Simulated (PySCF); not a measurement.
Isomers of C7H14Si2.

All values: PBE0/pcSseg-1 (PySCF) at GFN2-xTB geometries, gas phase, one conformer each.

(1) Rank by LUMO energy, highest first.
A. `[CH2:1]=[CH:2][CH2:3][C:4]1=[CH:5][C@@H:6]([CH3:7])[SiH2:8][SiH2:9]1` with C1–C2–C3–C4 -117°, C2–C3–C4–C5 -104°
B. `[CH:1]#[C:2]/[CH:3]=[C:4](/[CH2:5][SiH3:6])[SiH:7]([CH3:8])[CH3:9]` with C3–C4–C5–Si6 -94°, C3–C4–Si7–C8 -62°
C. `[CH3:1][C:2]#[C:3][C@@H:4]1[SiH2:5][CH2:6][Si@@H:7]1[CH2:8][CH3:9]` with C6–Si7–C8–C9 -171°, C3–C4–Si5–C6 -128°, C4–Si5–C6–Si7 7°, Si5–C6–Si7–C8 108°, C3–C4–Si7–C6 127°
D. `[CH:1]1=[CH:2][C@H:3]([CH:4]2[CH2:5][CH2:6][CH2:7]2)[SiH2:8][SiH2:9]1` with C2–C3–C4–C5 68°, C1–C2–C3–C4 127°, C3–C4–C5–C6 130°, C4–C5–C6–C7 -11°, C5–C6–C7–C4 11°

(2) Rank by the lowest Hirshfeld charge on any atom, highest value first.
A. `[CH2:1]=[CH:2][CH2:3][C:4]1=[CH:5][C@@H:6]([CH3:7])[SiH2:8][SiH2:9]1` with C1–C2–C3–C4 -117°, C2–C3–C4–C5 -104°
B. `[CH3:1][C:2]#[C:3][C@@H:4]1[SiH2:5][CH2:6][Si@@H:7]1[CH2:8][CH3:9]` with C6–Si7–C8–C9 -171°, C3–C4–Si5–C6 -128°, C4–Si5–C6–Si7 7°, Si5–C6–Si7–C8 108°, C3–C4–Si7–C6 127°
C. `[CH2:1]=[CH:2][CH2:3][C:4]1=[CH:5][Si@@H:6]([CH3:7])[SiH2:8][CH2:9]1` with C1–C2–C3–C4 -114°, C2–C3–C4–C5 -104°
D. `[CH2:1]=[CH:2][CH2:3][SiH2:4][C:5]#[C:6][SiH2:7][CH2:8][CH3:9]` with C1–C2–C3–Si4 -106°, C2–C3–Si4–C5 -58°, C6–Si7–C8–C9 -53°

(3) Rank by dipole moment, lowest first.
A. `[CH:1]#[C:2]/[CH:3]=[C:4](/[CH2:5][SiH3:6])[SiH:7]([CH3:8])[CH3:9]` with C3–C4–C5–Si6 -94°, C3–C4–Si7–C8 -62°
B. `[CH2:1]=[CH:2][CH2:3][C:4]1=[CH:5][C@@H:6]([CH3:7])[SiH2:8][SiH2:9]1` with C1–C2–C3–C4 -117°, C2–C3–C4–C5 -104°
C. `[CH3:1][CH2:2][SiH2:3][C:4]#[C:5][SiH2:6][CH:7]1[CH2:8][CH2:9]1` with C1–C2–Si3–C4 61°, C5–Si6–C7–C8 159°
D. `[CH2:1]=[CH:2][CH2:3][SiH2:4][C:5]#[C:6][SiH2:7][CH2:8][CH3:9]` with C1–C2–C3–Si4 -106°, C2–C3–Si4–C5 -58°, C6–Si7–C8–C9 -53°

Answers

(1) C (0.08 eV), D (-0.22 eV), A (-0.38 eV), B (-1.12 eV).

(2) A (-0.119 e), D (-0.151 e), C (-0.214 e), B (-0.260 e).

(3) A (0.33 D), D (0.62 D), B (0.80 D), C (1.21 D).

All values together:

```tsv
SMILES	μ (D)	HOMO (eV)	LUMO (eV)	lowest IAO charge (e)	highest IAO charge (e)	lowest Hirshfeld charge (e)	highest Hirshfeld charge (e)
CC#C[C@@H]1[SiH2]C[Si@@H]1CC	0.73	-6.42	0.08	-0.838 (C)	+0.918 (Si)	-0.260 (C)	+0.381 (Si)
C=CC[SiH2]C#C[SiH2]CC	0.62	-7.16	-0.42	-0.534 (C)	+0.785 (Si)	-0.151 (C)	+0.365 (Si)
C=CCC1=C[C@@H](C)[SiH2][SiH2]1	0.80	-7.21	-0.38	-0.406 (C)	+0.428 (Si)	-0.119 (C)	+0.240 (Si)
C=CCC1=C[Si@@H](C)[SiH2]C1	0.66	-7.24	-0.36	-0.705 (C)	+0.615 (Si)	-0.214 (C)	+0.271 (Si)
C1=C[C@H](C2CCC2)[SiH2][SiH2]1	0.93	-7.46	-0.22	-0.436 (C)	+0.442 (Si)	-0.153 (C)	+0.238 (Si)
CC[SiH2]C#C[SiH2]C1CC1	1.21	-7.76	-0.35	-0.529 (C)	+0.785 (Si)	-0.151 (C)	+0.361 (Si)
C#C/C=C(/C[SiH3])[SiH](C)C	0.33	-6.67	-1.12	-0.713 (C)	+0.905 (Si)	-0.217 (C)	+0.371 (Si)
```

Conformers: `[CH3:1][C:2]#[C:3][C@@H:4]1[SiH2:5][CH2:6][Si@@H:7]1[CH2:8][CH3:9]` with C6–Si7–C8–C9 -171°, C3–C4–Si5–C6 -128°, C4–Si5–C6–Si7 7°, Si5–C6–Si7–C8 108°, C3–C4–Si7–C6 127°; `[CH2:1]=[CH:2][CH2:3][SiH2:4][C:5]#[C:6][SiH2:7][CH2:8][CH3:9]` with C1–C2–C3–Si4 -106°, C2–C3–Si4–C5 -58°, C6–Si7–C8–C9 -53°; `[CH2:1]=[CH:2][CH2:3][C:4]1=[CH:5][C@@H:6]([CH3:7])[SiH2:8][SiH2:9]1` with C1–C2–C3–C4 -117°, C2–C3–C4–C5 -104°; `[CH2:1]=[CH:2][CH2:3][C:4]1=[CH:5][Si@@H:6]([CH3:7])[SiH2:8][CH2:9]1` with C1–C2–C3–C4 -114°, C2–C3–C4–C5 -104°; `[CH:1]1=[CH:2][C@H:3]([CH:4]2[CH2:5][CH2:6][CH2:7]2)[SiH2:8][SiH2:9]1` with C2–C3–C4–C5 68°, C1–C2–C3–C4 127°, C3–C4–C5–C6 130°, C4–C5–C6–C7 -11°, C5–C6–C7–C4 11°; `[CH3:1][CH2:2][SiH2:3][C:4]#[C:5][SiH2:6][CH:7]1[CH2:8][CH2:9]1` with C1–C2–Si3–C4 61°, C5–Si6–C7–C8 159°; `[CH:1]#[C:2]/[CH:3]=[C:4](/[CH2:5][SiH3:6])[SiH:7]([CH3:8])[CH3:9]` with C3–C4–C5–Si6 -94°, C3–C4–Si7–C8 -62°.
